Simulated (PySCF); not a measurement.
PySCF 2.14 output of an unrestricted B97-3 calculation on a single atom or ion in aug-cc-pVTZ-DK (6s5p3d2f, 50 functions), with scalar relativity by spin-free X2C-1e:

```
SCF conv_tol = 1e-09
number electrons alpha = 7  beta = 5
    T. W. Keal and D. J. Tozer.,  J. Chem. Phys. 123, 121103 (2005)
cycle= 1 E= -288.811437740311  delta_E= -0.00208  |g|= 0.0177  |ddm|= 0.148
cycle= 2 E= -288.81149357229  delta_E= -5.58e-05  |g|= 0.0062  |ddm|= 0.0237
cycle= 3 E= -288.81149917896  delta_E= -5.61e-06  |g|= 0.000296  |ddm|= 0.00504
cycle= 4 E= -288.811499244787  delta_E= -6.58e-08  |g|= 7.77e-06  |ddm|= 0.00064
cycle= 5 E= -288.811499244825  delta_E= -3.81e-11  |g|= 3.96e-07  |ddm|= 3.49e-05
converged SCF energy = -288.811499244825  <S^2> = 2.0000486  2S+1 = 3.0000324
```

The run itself started from symmetry-adapted Hartree-Fock orbitals and held the occupation by maximum overlap, on a logarithmic radial grid, so the iterations belong to that start.

Question: Which element, charge and spin multiplicity is this?

Answer: Si²⁺ (silicon, charge +2), multiplicity 3; the state was [Ne] 3s1 3p1, high-spin 3P determinant (an excited configuration).
